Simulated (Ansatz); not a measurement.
A made-up structure of SiH₃Se (charge -1), singlet:

Si1  (-0.038, 0.017, -0.011)
Se2  (1.908, -0.823, 0.548)
H3  (-1.093, 0.012, 1.071)
H4  (-0.746, -0.668, -1.157)
H5  (3.077, -1.383, 1.323)
(Å)

It is relaxed with PBE-D4/def2-SVPD and then PBE0-D4/def2-TZVPD (Ansatz 0.2.0). Atoms count as bonded within 1.22 times the sum of their covalent radii (H–H: 0.88 Å). The end point is not checked to be a true minimum.

(1) Does its bonding change? (A judgement: the text doesn't fix the answer.)

Answers

(1) By the calculation: No: no bond forms or breaks.

Where it ends: The first stage lowers the energy by 1.92 eV in 9 steps. It ends as SiH₃Se ([SiH2][SeH]), total charge -1:
```
atom    x (Å)    y (Å)    z (Å)
 Si1  -0.0808   0.2571  -0.1338
 Se2   2.2016  -0.2547   0.4795
  H3  -0.7297  -0.1662   1.1922
  H4  -0.3891  -1.0753  -0.8325
  H5   2.1056  -1.6053   1.0685
```

Labels in which every atom is bracketed show which atoms are joined, not bond orders.

For scale, one of the runs: PBE0-D4/def2-TZVPD relaxation, 127 basis functions, launched by `ansatz run in.yaml --threads 2 --pin off --events-out ev --progress --plain --max-ram 4352MiB`. Hardware: 2 CPU threads of an Arm Neoverse V2, shared host. Wall time about 12 s.
